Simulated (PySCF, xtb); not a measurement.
C₃H₆FNSi, SMILES C1CN[Si@H](C=1)F. One conformer was computed; it need not be the lowest.

Harmonic wavenumbers (cm⁻¹) from GFN2-xTB (xtb) at its own minimum, in rising order: 106, 165, 224, 358, 374, 467, 569, 672, 693, 714, 760, 843, 890, 910, 966, 976, 1094, 1137, 1152, 1243, 1288, 1355, 1467, 1646, 2323, 2844, 2893, 3065, 3111, 3509.

Q: What does PBE-D3(BJ)/def2-SVP in PySCF give at its own minimum? (The exact figures need the calculation; the answer reports its results.)

A: 131, 193, 301, 352, 390, 505, 636, 665, 673, 761, 845, 852, 896, 911, 942, 970, 1045, 1102, 1154, 1239, 1274, 1352, 1410, 1589, 2192, 2895, 2921, 3089, 3143, 3584. Paired by order, the mean absolute difference is 34 cm⁻¹ and the zero-point energies are 54.1 and 54.3 kcal/mol.
